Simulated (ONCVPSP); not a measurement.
Transferability test, ONCV potential for Zr (Z = 40)

ONCVPSP 4.0.1 input, shortened (lines: element, Z, core and valence counts, functional; n l f; lmax; l rc ep ncon nbas qcut; lloc lpopt rc5 dvloc0; l nproj debl; icmod fcfact rcfact), PBE, scalar-relativistic:

```
  Zr 40.00    6    4        4      upf
    1    0    2.00
    2    0    2.00
    2    1    6.00
    3    0    2.00
    3    1    6.00
    3    2   10.00
    4    0    2.00
    4    1    6.00
    4    2    2.00
    5    0    1.00
    2
    0    2.05    0.00    4    8    6.80
    1    2.05    0.00    4    7    6.90
    2    2.50    0.00    4    9    7.00
    1    5    2.05    0.00
    0    2    3.80
    1    0    0.80
    2    1    3.20
    0    0.00    0.00
```

Energies are relative to the spin-unpolarised reference configuration 4s2 4p6 4d2 5s1; without spin polarisation the order of configurations can differ from experiment.

Task: Give the all-electron excitation energy and the error of the potential for: 4s2 4p6 4d2 5s2; 4s2 4p6 4d2 5s0; 4s2 4p6 4d1 5s0; 4s2 4p6 4d3 5s0.

Result:

```json
{"valence configuration": "4s2 4p6 4d2 5s2", "charge": "0", "ΔE all-electron (eV)": "-7.137", "error AE − PS (meV)": "+0.8"}
{"valence configuration": "4s2 4p6 4d2 5s0", "charge": "+2", "ΔE all-electron (eV)": "12.940", "error AE − PS (meV)": "-2.0"}
{"valence configuration": "4s2 4p6 4d1 5s0", "charge": "+3", "ΔE all-electron (eV)": "35.567", "error AE − PS (meV)": "+18"}
{"valence configuration": "4s2 4p6 4d3 5s0", "charge": "+1", "ΔE all-electron (eV)": "0.384", "error AE − PS (meV)": "-0.2"}
```
